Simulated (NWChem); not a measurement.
# C2H4F2Si2 in NWChem

```xyz
10

F     -2.1251     0.5058     0.9856
C     -0.8826     0.4642     0.5229
C      0.1010     1.3082     0.9116
Si     1.6207     0.7106    -0.0284
Si    -0.1229    -0.6163    -0.8248
F     -0.1445    -2.2203    -0.5436
H     -0.0604     2.1245     1.6261
H      2.6603     0.0615     0.8240
H      2.2697     1.7230    -0.9149
H     -0.7225    -0.4325    -2.1764
```
Charge 0, spin multiplicity 1.

The numbers come from NWChem runs, not from measurements. Structure: optimised with PBE0/def2-SVP, with no frequency check, so it may be a saddle point. It is one conformer; others weren't searched.

The structure started from a generated list of species. No SCF solution was tested for a lower state.

Worked example. At r2SCAN/def2-SVP the molecule has a total energy of -856.72254 Ha and the free atoms (multiplicities F 2, C 3, Si 3, H 2) H -0.49921, C -37.78738, F -99.59878, Si -289.24480 Ha. The electronic atomisation energy is the atoms' sum less the molecule's energy.

2·(-99.59878) + 2·(-37.78738) + 2·(-289.24480) + 4·(-0.49921) = -855.25876 Ha for the atoms; less the molecule's energy this leaves 1.46378 Ha, or 918.5 kcal/mol (3843 kJ/mol), without zero-point, thermal or spin-orbit terms.
